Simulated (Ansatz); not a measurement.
C$_{2}$H$_{6}$B$_{2}$, SMILES `BC(B)=C`, one more setting.

```yaml
crystal:
  periodic: [false, false, false]
  atoms:
    - {symbol: B, position_ang: [-1.154679, 0.579363, -0.822370]}
    - {symbol: C, position_ang: [0.016177, 0.005638, 0.011718]}
    - {symbol: B, position_ang: [0.522434, -1.455146, -0.063000]}
    - {symbol: C, position_ang: [0.643906, 0.842911, 0.868581]}
    - {symbol: H, position_ang: [-1.754664, -0.098762, -1.604568]}
    - {symbol: H, position_ang: [-1.470996, 1.728963, -0.685092]}
    - {symbol: H, position_ang: [1.439619, -1.799401, 0.630355]}
    - {symbol: H, position_ang: [0.018896, -2.253230, -0.798650]}
    - {symbol: H, position_ang: [1.476722, 0.513816, 1.488431]}
    - {symbol: H, position_ang: [0.345587, 1.884650, 0.977594]}
basis:
  gaussian: {orbitals: 6-31G}
hamiltonian: {xc: {name: RPBE}, dispersion: d3bjatm}
accuracy: high
output: {forces: true}
```

```sh
$ ansatz run in.yaml --threads 2 --pin off --events-out ev --progress --plain --max-ram 4352MiB
```

It prints (some lines left out):

```
Functional definition: RPBE
1292 factors; integrals over basis functions are off by at most 3.0e-9 eV
mean field evaluation 1: about -3517.9282 eV, gradient 3.8e1 eV
mean field evaluation 2: about -3514.5313 eV, gradient 5.1e1 eV
mean field evaluation 4: about -3522.1476 eV, gradient 3.3e0 eV
mean field evaluation 8: about -3522.1567 eV, gradient 2.8e-1 eV
mean field evaluation 16: about -3522.1569 eV, gradient 3.7e-7 eV
mean field -3522.15693474 eV, -129.4368799479 hartree, gradient 6.6e-8 eV, S^2 0.000000; 0 other end points of the search recorded, 0 dependent functions left out
reference -3522.15693753 eV, -129.4368800506 hartree; 14, 14 occupied and 34, 34 virtual orbitals, 1292 factors
Total energy: -3523.08241246 eV, -129.4708906270 hartree
Atom 0 at    -1.154679     0.579363    -0.822370 Å, force    -0.131866    -0.031358    -0.128084 eV/Å
Atom 1 at     0.016177     0.005638     0.011718 Å, force    -0.453247    -0.604233    -0.617755 eV/Å
Atom 2 at     0.522434    -1.455146    -0.063000 Å, force    -0.018162    -0.168881    -0.077019 eV/Å
Atom 3 at     0.643906     0.842911     0.868581 Å, force     0.487214     0.649913     0.665234 eV/Å
Atom 4 at    -1.754664    -0.098762    -1.604568 Å, force    -0.116879    -0.115066    -0.145971 eV/Å
Atom 5 at    -1.470996     1.728963    -0.685092 Å, force    -0.068173     0.221870     0.019708 eV/Å
Atom 6 at     1.439619    -1.799401     0.630355 Å, force     0.177427    -0.075722     0.130592 eV/Å
Atom 7 at     0.018896    -2.253230    -0.798650 Å, force    -0.084670    -0.154452    -0.131078 eV/Å
Atom 8 at     1.476722     0.513816     1.488431 Å, force     0.267107    -0.058770     0.216023 eV/Å
Atom 9 at     0.345587     1.884650     0.977594 Å, force    -0.058751     0.336700     0.068350 eV/Å
Dipole moment:     0.167074     0.222838     0.228031 e Å
```

Run time 1.6 s (2 threads of an AMD EPYC 9B14 on a shared host); peak host memory 0.16 GiB.
